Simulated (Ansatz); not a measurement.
`N#[C][Sn]([F])([F])[C]#N` + `CC(Cl)(Cl)Cl` → `[CH3][Sn]([F])([F])[C]#N` + `N#CC(Cl)(Cl)Cl` at 298.15 K and 1 bar (formal exchange of groups at the Sn–C bond).

Computed with Ansatz on PBE0-D4/def2-TZVP structures; ΔE is electronic, products minus reactants. CCSD(T)/CBS adds triple-zeta CCSD(T) − MP2 to the extrapolated MP2 energy (def2 sets, frozen cores). This one scheme is used for every species. Elements past krypton have def2 core potentials. For Sn outer-core shells are correlated without core-valence functions, which leaves a few kJ/mol of doubt a bond.

| species | CCSD(T)/CBS energy (Eh) | H − E (kJ/mol) | S (J/(mol·K)) |
| --- | --- | --- | --- |
| `N#[C][Sn]([F])([F])[C]#N` | -599.13719 | 77.6 | 394.3 |
| `CC(Cl)(Cl)Cl` | -1457.23880 | 142.6 | 319.2 |
| `[CH3][Sn]([F])([F])[C]#N` | -546.28404 | 151.8 | 400.3 |
| `N#CC(Cl)(Cl)Cl` | -1510.08202 | 65.2 | 332.3 |

H − E and S are ideal-gas, rigid-rotor, harmonic terms from PBE0-D4/def2-TZVP. 1 Eh = 2625.50 kJ/mol, R = 8.31446 J/(mol·K).

Problem. By hand: ΔE, ΔH, ΔS and ΔG.

Solution. ΔE = (-546.28404) + (-1510.08202) − (-599.13719) − (-1457.23880) = 0.00993 Eh = 26.1 kJ/mol. Δ(H − E) = 151.8 + 65.2 − 77.6 − 142.6 = -3.2, so ΔH = 22.9 kJ/mol. ΔS = 400.3 + 332.3 − 394.3 − 319.2 = 19.1 J/(mol·K). ΔG = 22.9 − 298.15 × (19.1)/1000 = 17.2 kJ/mol.

Problem. By hand: the equilibrium constant, and the temperature at which ΔG would vanish if ΔH and ΔS stayed fixed.

Solution. log₁₀ K = −ΔG/(RT ln 10) = -3.0. ΔG = 0 at ΔH/ΔS = 1199 K, though so small a ΔS makes that figure unsure.

ΔH outweighs TΔS. A doubt of 5 kJ/mol in ΔE shifts log₁₀ K by 0.9 here. Modes under 60 cm⁻¹, often nearly free rotors, make the harmonic entropy too high. These are equilibria of isolated gas molecules and say nothing of rates. Largest T1 diagnostic: 0.015 (customary marks: 0.02 for closed shells, 0.045 for open ones).
